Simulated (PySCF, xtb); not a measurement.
formate (CHO2), SMILES O=C[O-], charge -1.

GFN2-xTB run with xtb at its own geometry gives an orbital gap of 5.35 eV.

Geometry: r2SCAN-D4/def2-TZVPD.

Problem. What does CAM-B3LYP/def2-TZVPD (PySCF) give? (The exact figures need the calculation; the answer reports its results.)

Solution. gap 7.75 eV (levels -2.70 and 5.05 eV).
